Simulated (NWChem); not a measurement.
System: SnNH3S, singlet; SMILES [NH2][Sn][SH]

Computed with NWChem. Low-valent species are run as closed-shell singlets; no triplet was tried in these runs. def2 effective core potentials on Sn; no spin-orbit coupling. Level Hartree-Fock/def2-SVP: optimisations from one semi-empirical or force-field start; each run changes one setting, and all end within 0.3 mHa of each other. One conformer.

```tsv
setting	optimisation steps
redundant internal coordinates, default thresholds	6
tight thresholds	12
Cartesian coordinates	4
trust radius 0.05	6
no line search	6
```
